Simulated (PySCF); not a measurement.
BBr₃, SMILES `BrB(Br)Br`, neutral singlet in the gas phase. 

Cartesian coordinates (Å):
SMILES: BrB(Br)Br
```xyz
4

Br    -1.5548    -1.0345    -0.6322
B     -0.0001     0.0000    -0.2452
Br     1.5382    -0.8364     0.5107
Br     0.0166     1.8709    -0.6148
```
Charge 0, spin multiplicity 1.

All levels are single points at this geometry (B3LYP-D3(BJ)/def2-TZVP); Pople sets use spherical d functions. Orbital energies aren't observables, and empty levels follow the basis.

```
level                                     HOMO (eV)  LUMO (eV)  gap (eV)  dipole (D)  vertical IE, Delta-SCF (eV)
----------------------------------------  ---------  ---------  --------  ----------  ---------------------------
B3LYP-D3(BJ)/def2-TZVP in PySCF               -8.04      -2.27      5.77        0.00                        10.22
B3LYP/3-21G in PySCF                          -7.67      -1.94      5.74        0.00                            –
B3LYP/6-311+G** (LANL2DZ on Br) in PySCF      -8.04      -2.16      5.88        0.00                            –
B3LYP/6-31G* in PySCF                         -7.99      -2.22      5.77        0.00                        10.23
B3LYP/LANL2DZ in PySCF                        -8.11      -2.36      5.75        0.00                            –
BP86/6-31G* in PySCF                          -7.09      -2.99      4.09        0.00                            –
PBE/6-31G* in PySCF                           -6.98      -2.91      4.07        0.00                         9.84
HF/6-31G* in PySCF                           -11.28       1.46     12.75        0.00                        10.73
HF/STO-3G in PySCF                            -8.95       5.14     14.09        0.00                            –
```
